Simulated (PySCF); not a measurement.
**Dipole response of Cd³⁺ (cadmium, charge +3)**

[Kr] 4d9, 2D determinant. Computed with PySCF 2.14 in x2c-QZVPPall with one added diffuse shell each of s, p, d, f, g type (14s9p8d5f3g, 143 functions), with the spin-free X2C one-electron Hamiltonian (Gaussian nucleus). Coupled (time-dependent) response in atomic units; α is the mean over directions.

```
method  mean α (bohr³)         α xx, yy, zz  C₆ (like pair)  S(−4)
 TPSSh           3.739  3.668, 3.668, 3.882           16.77  2.298
```

S(−4) is the Cauchy moment in α(ω) = α(0) + S(−4) ω² + …

Spin-orbit coupling is absent.

α(iu) at TPSSh:

| u (hartree) | α(iu) (bohr³) |
| --- | --- |
| 0 | 3.739 |
| 0.0500 | 3.733 |
| 0.100 | 3.716 |
| 0.200 | 3.651 |
| 0.300 | 3.550 |
| 0.500 | 3.281 |
| 0.750 | 2.903 |
| 1.00 | 2.542 |
| 1.50 | 1.949 |
| 2.00 | 1.513 |
| 3.00 | 0.9609 |
| 5.00 | 0.4701 |

For an ion, C₆ is the dispersion term alone; charge-induced terms of lower order in 1/R come first.

The components differ because the open shell of this determinant is not spherical; for a pure term their mean is the scalar polarisability.
